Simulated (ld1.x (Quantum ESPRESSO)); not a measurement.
Ti (Z = 22): one change to an RRKJ potential, before and after

| Property | Result |
| --- | --- |
| Element | titanium |
| Generator | ld1.x (Quantum ESPRESSO) 7.5 |
| Type | norm-conserving RRKJ (Kleinman–Bylander form) |
| Functional | PBE |
| Relativity | scalar-relativistic |
| Frozen core | [Ne] 3s2 |
| Valence charge | 10 |
| Reference configuration | 3p6 3d2 4s2 4p0 |
| Partial waves | 4s (bound): rc 2.75 bohr; 3p (bound): rc 1.25 bohr; 3d (bound): rc 2.60 bohr |
| Local potential | all-electron potential smoothed inside 1.35 bohr (lloc = -1) |
| Core correction | Bessel-smoothed model core, default radius (core density twice the valence density) |
| rho0 | 0.02 |

All-electron outer shells of the reference configuration (PBE, scalar-relativistic, ld1.x):

| shell | level (eV) | outermost node (bohr) | outermost maximum (bohr) |
| --- | --- | --- | --- |
| 2p | -444.26 | – | 0.22 |
| 3s | -62.63 | 0.40 | 0.87 |
| 3p | -38.86 | 0.37 | 0.90 |
| 4s | -4.47 | 1.24 | 2.92 |
| 3d | -4.26 | – | 0.98 |
| 4p | -1.47 | 1.39 | 3.80 |

Change: local potential the p channel.

Cutoffs: the cutoffs (Ry, on a coarse ladder) from which the occupation-weighted sum of valence levels, in a spherical-Bessel basis at the reference potential, stays within 10 and 1 mRy of its value at 400 Ry; they do not see the model core or the augmentation charge, which bear on the density cutoff. Errors are all-electron minus pseudo energies relative to the spin-unpolarised reference configuration.

Question: Predict the effect on cutoff, ghosts and configuration errors.

Answer: The potential gets softer (80 Ry and 100 Ry → 55 Ry and 80 Ry); both files keep a bound ghost (s); of the 7 tests that both files solve, the error grows in 1 and shrinks in 3 by more than 15 % and 0.3 meV (median size 54.3 → 11.1 meV).

```tsv
quantity	base	changed
cutoff, loose	80 Ry	55 Ry
cutoff, tight	100 Ry	80 Ry
loose cutoff by channel (10 mRy a level)	s 15 Ry, p 50 Ry, d 21 Ry	s 15 Ry, d 21 Ry, p 35 Ry
bound ghosts	s	s
error for 3p6 3d2 4s1 4p0, meV [ΔE 7.35 eV]	-2.0	-2.9
error for 3p6 3d2 4s0 4p0, meV [ΔE 20.92 eV]	-33	-33
error for 3p6 3d1 4s0 4p0, meV [ΔE 47.87 eV]	+338	+341
error for 3p6 3d1 4s2 4p1, meV [ΔE 4.67 eV]	+279	+319
error for 3p6 3d2 4s0 4p2, meV [ΔE 6.29 eV]	-63	+11
error for 3p6 3d2 4s1 4p1, meV [ΔE 3.08 eV]	-25	+7.2
error for 3p6 3d2 4s0 4p1, meV [ΔE 11.12 eV]	-54	+2.6
s: phases at 3.01 bohr within 0.05 rad from the reference energy up to (Ry; the scan ends near 5)	n/a	2.8
p: phases at 3.01 bohr within 0.05 rad from the reference energy up to (Ry; the scan ends near 5)	4.0	4.2
d: phases at 3.01 bohr within 0.05 rad from the reference energy up to (Ry; the scan ends near 5)	0.6	0.6
```

 A true bound ghost makes a file unfit for plane-wave use even where its test errors are small: the radial tests pick states by their node count and pass the ghost by.
